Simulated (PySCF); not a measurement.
Vertical excitation energies

VSeMe3, C₃H₉SeV (singlet state).
SMILES: `[CH3][V]([CH3])([CH3])=[Se]`

Computed, not measured: TDDFT CAM-B3LYP/def2-SVPD, vertical, gas phase, core orbitals frozen in the response in PySCF. Isolated species at its PBE0-D3(BJ)/def2-SVP geometry, gas phase. The CAM-B3LYP/def2-SVPD calculation is non-relativistic and has no spin–orbit coupling, an omission that weighs most on selenium.

Q: Predict the UV-vis stick spectrum at this level.

A: 

```json
{"state": "S1", "E (eV)": "2.51", "E (hartree)": "0.0922", "f": "0.0000", "|μ| (D)": "0.01", "main configurations (H = HOMO, L = LUMO)": "H-1/H→L/L+1 (≥94%)"}
{"state": "S2", "E (eV)": "2.82", "E (hartree)": "0.1037", "f": "0.0019", "|μ| (D)": "0.42", "main configurations (H = HOMO, L = LUMO)": "H-1/H→L/L+1 (≥90%)"}
{"state": "S3", "E (eV)": "2.82", "E (hartree)": "0.1037", "f": "0.0019", "|μ| (D)": "0.43", "main configurations (H = HOMO, L = LUMO)": "H-1/H→L/L+1 (≥90%)"}
{"state": "S4", "E (eV)": "3.20", "E (hartree)": "0.1178", "f": "0.0017", "|μ| (D)": "0.37", "main configurations (H = HOMO, L = LUMO)": "H-2→L/L+1 (≥76%), H-5→L/L+1 (≥10%)"}
{"state": "S5", "E (eV)": "3.21", "E (hartree)": "0.1180", "f": "0.0017", "|μ| (D)": "0.38", "main configurations (H = HOMO, L = LUMO)": "H-2→L/L+1 (≥76%), H-5→L/L+1 (≥11%)"}
{"state": "S6", "E (eV)": "3.25", "E (hartree)": "0.1194", "f": "0.022", "|μ| (D)": "1.34", "main configurations (H = HOMO, L = LUMO)": "H-1/H→L/L+1 (≥71%), H-2→L+2 (11%)"}
{"state": "S7", "E (eV)": "3.38", "E (hartree)": "0.1240", "f": "0.0000", "|μ| (D)": "0.01", "main configurations (H = HOMO, L = LUMO)": "H-3→L/L+1 (≥46%), H-4→L/L+1 (≥44%)"}
{"state": "S8", "E (eV)": "3.57", "E (hartree)": "0.1312", "f": "0.0008", "|μ| (D)": "0.25", "main configurations (H = HOMO, L = LUMO)": "H-3→L/L+1 (≥41%), H-4→L/L+1 (≥26%)"}
{"state": "S9", "E (eV)": "3.57", "E (hartree)": "0.1312", "f": "0.0009", "|μ| (D)": "0.26", "main configurations (H = HOMO, L = LUMO)": "H-4→L/L+1 (≥43%), H-3→L/L+1 (≥25%)"}
{"state": "S10", "E (eV)": "3.80", "E (hartree)": "0.1395", "f": "0.0002", "|μ| (D)": "0.12", "main configurations (H = HOMO, L = LUMO)": "H-1/H→L+2 (≥96%)"}
{"state": "S11", "E (eV)": "3.80", "E (hartree)": "0.1397", "f": "0.0002", "|μ| (D)": "0.12", "main configurations (H = HOMO, L = LUMO)": "H-1/H→L+2 (≥96%)"}
{"state": "S12", "E (eV)": "3.83", "E (hartree)": "0.1407", "f": "0.0002", "|μ| (D)": "0.11", "main configurations (H = HOMO, L = LUMO)": "H-3→L/L+1 (≥43%), H-4→L/L+1 (≥42%)"}
{"state": "S13", "E (eV)": "4.18", "E (hartree)": "0.1535", "f": "0.0000", "|μ| (D)": "0.01", "main configurations (H = HOMO, L = LUMO)": "H-1/H→L+3 (≥51%), H-1/H→L+4 (≥45%)"}
{"state": "S14", "E (eV)": "4.31", "E (hartree)": "0.1585", "f": "0.0016", "|μ| (D)": "0.31", "main configurations (H = HOMO, L = LUMO)": "H-5→L/L+1 (≥83%), H-2→L/L+1 (≥13%)"}
{"state": "S15", "E (eV)": "4.32", "E (hartree)": "0.1587", "f": "0.0016", "|μ| (D)": "0.32", "main configurations (H = HOMO, L = LUMO)": "H-5→L/L+1 (≥83%), H-2→L/L+1 (≥13%)"}
```

Triplets (Tamm–Dancoff): T1 2.04 eV, H-1/H→L/L+1 (≥91%); T2 2.27 eV, H-1/H→L/L+1 (≥87%); T3 2.27 eV, H-1/H→L/L+1 (≥87%).

The lowest singlet comes at 494 nm (242 kJ/mol) in the visible; it is dark (f under 0.0005); its leading configuration is HOMO-1/HOMO→LUMO/LUMO+1 (≥94%). The strongest level in the table is S6 at 3.25 eV (382 nm, f = 0.022). S2/S3, S4/S5, S8/S9, S10/S11 and S14/S15 lie within about 0.01 eV of each other in each set. For S1 the Löwdin share of vanadium is 20% in HOMO and 74% in LUMO; for S6 the Löwdin share of vanadium is 20% in HOMO and 74% in LUMO+1. Of the 15 states listed, 1 reaches f = 0.01 and 6 stay under 0.0005. Weighted by f, the mean energy of these states is 3.32 eV. The listed states span 1.81 eV, and the widest gap between neighbours is 0.38 eV (S3 to S4). 6 computed singlets (S1 to S6) lie in the visible range (380 to 750 nm), the largest f among them at 382 nm, f = 0.022; light of that wavelength is violet, and its complementary colour is yellow-green; a Tamm–Dancoff triplet lies at 609 nm, without intensity as long as spin–orbit coupling is left out. Orbitals of the list HOMO-3 to LUMO+2 that lie within 0.01 eV of each other are written together with a slash and their weights summed (≥ marks a lower bound); for degenerate orbitals outside that list single weights are arbitrary. Only the lowest 15 singlets were computed, as vertical energies without vibronic structure.

Hardware: an AMD EPYC with one thread, no GPU (shared host). Cost: 2.4 min (grids of density and orbitals included), 1.0 GiB resident at most.
